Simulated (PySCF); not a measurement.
Coordinates in bohr (charge 0 multiplicity 3):
```
Ru    0.0000    0.0000   -0.0453
H     1.7938    0.0000    2.2926
H    -1.7938    0.0000    2.2926
```

Level of theory: UPBE0/[Ru def2-TZVP with ECP28, H def2-TZVP], scalar-relativistic core potentials, density fitting, no spin–orbit coupling, PySCF.

This geometry of RuH2 is a stationary point at this level.

Question: What is the point group?

Answer: C2v.

Question: Is it a minimum?

Answer: Yes: all harmonic wavenumbers are real.

Question: List the harmonic modes with their infrared intensities.

Answer: 
```json
{"symmetry": "a1", "ω (cm⁻¹)": "674", "IR (km/mol)": "0.0"}
{"symmetry": "b2", "ω (cm⁻¹)": "2083", "IR (km/mol)": "150"}
{"symmetry": "a1", "ω (cm⁻¹)": "2148", "IR (km/mol)": "62.2"}
```

Question: What is the atomisation energy, with and without zero-point energy?

Answer: 519 kJ/mol without, 490 kJ/mol with.

In C2v the vibrations span 2a1 + b2. Here b1 is antisymmetric to the molecular plane and b2 lies in it.

Other isomers or separated fragments may lie lower. Open d and f shells are described by one determinant, and the ground state may have another occupation or spin.
